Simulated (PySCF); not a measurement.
Electronic absorption of C4H6F4O

C₄H₆F₄O.
Structure used (GFN2-xTB), in Å, numbered top down from 1:
```xyz
15
C4H6F4O angstrom
C      2.3597    0.5037    0.2378
C      1.0836   -0.1871    0.6664
F      0.7068    0.2572    1.9154
O      0.0696    0.1348   -0.2418
C     -1.1383   -0.4823   -0.0267
F     -1.0478   -1.8157   -0.3620
C     -2.1739    0.1657   -0.9584
F     -3.3863   -0.3845   -0.7556
F     -2.2859    1.4756   -0.6744
H      2.1744    1.5709    0.1565
H      3.1330    0.3245    0.9786
H      2.6723    0.1166   -0.7261
H      1.1996   -1.2787    0.7632
H     -1.4740   -0.4425    1.0211
H     -1.8973    0.0497   -2.0160
```

Level of theory: PySCF, TDDFT B3LYP/def2-SVPD, vertical, gas phase, core orbitals frozen in the response.

| state | E (eV) | E (kJ/mol) | λ (nm) | f | main configurations (H = HOMO, L = LUMO) |
| --- | --- | --- | --- | --- | --- |
| S1 | 8.78 | 847 | 141.2 | 0.036 | H→L (93%) |
| S2 | 8.88 | 856 | 139.7 | 0.0084 | H-1→L (72%), H-1→L+1 (20%) |
| S3 | 9.19 | 886 | 135.0 | 0.0036 | H→L+1 (56%), H-1→L+1 (33%) |
| S4 | 9.22 | 889 | 134.5 | 0.031 | H-1→L+1 (38%), H→L+1 (35%), H-1→L (15%) |
| S5 | 9.39 | 906 | 132.0 | 0.0098 | H-1→L+2 (59%), H→L+2 (16%), H-2→L (10%) |
| S6 | 9.55 | 922 | 129.8 | 0.0038 | H→L+2 (69%), H-1→L+2 (22%) |
| S7 | 9.57 | 924 | 129.5 | 0.026 | H-2→L (60%), H-2→L+1 (17%), H→L+2 (9%) |
| S8 | 9.68 | 934 | 128.1 | 0.015 | H→L+3 (88%) |

Triplets (Tamm–Dancoff): T1 8.56 eV, H→L (76%), H→L+1 (8%); T2 8.61 eV, H-1→L (43%), H-1→L+1 (35%), H→L (11%); T3 8.99 eV, H→L+1 (52%), H-1→L (15%).

The lowest singlet comes at 141 nm (847 kJ/mol) in the vacuum ultraviolet; it is of moderate strength; its leading configuration is HOMO→LUMO (93%). The lowest level is also the most intense of those listed (f = 0.036). Löwdin shares by element: HOMO oxygen 39%, carbon 15% or more, fluorine 14% or more, hydrogen 10% or more (atoms not listed hold the other 22%); LUMO carbon 32% or more, hydrogen 12% or more, fluorine 9% or more (atoms not listed hold the other 47%). Orbital energies (eV): HOMO-3 -10.90, HOMO-2 -10.13, HOMO-1 -9.50, HOMO -9.44, LUMO 0.34, LUMO+1 0.65, LUMO+2 0.87. Of the 8 states listed, 4 reach f = 0.01 and none stays under 0.0005. Weighted by f, the mean energy of these states is 9.22 eV. Only the lowest 8 singlets were computed, as vertical energies without vibronic structure.

One conformer stands for the species.

Without π bonds the low states are Rydberg-like; a valence basis with one diffuse set may place them up to an eV too high.
